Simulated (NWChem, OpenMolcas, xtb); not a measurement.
**A ladder of methods for SnH3F (SMILES [F][SnH3])**

SnH3F has 5 atoms, charge 0, and is taken as a singlet. SMILES: `[F][SnH3]`. The shape is that of a PBE0-D4/def2-TZVP optimisation.

Quantity: the dipole moment, in D. The values are calculated.

| level | kind | program | value (D) | CPU time |
| --- | --- | --- | --- | --- |
| GFN2-xTB | semi-empirical | xtb | 3.21 | under 2 s |
| GFN0-xTB | semi-empirical | xtb | 3.51 | under 2 s |
| GFN1-xTB | semi-empirical | xtb | 4.06 | under 2 s |
| HF/def2-SVP (core potential) | Hartree–Fock | NWChem | 3.15 | 5.8 s |
| SVWN5/def2-SVP (core potential) | LDA | NWChem | 2.53 | 6 s |
| BP86/def2-SVP (core potential) | GGA | NWChem | 2.46 | 7.8 s |
| PBE0/def2-SVP (core potential) | global hybrid | OpenMolcas | 2.71 | 10 s |

The values span 2.46 to 4.06 D. CPU times are rough (shared hosts, several kinds of processor): they show what a rung costs within a factor of a few.
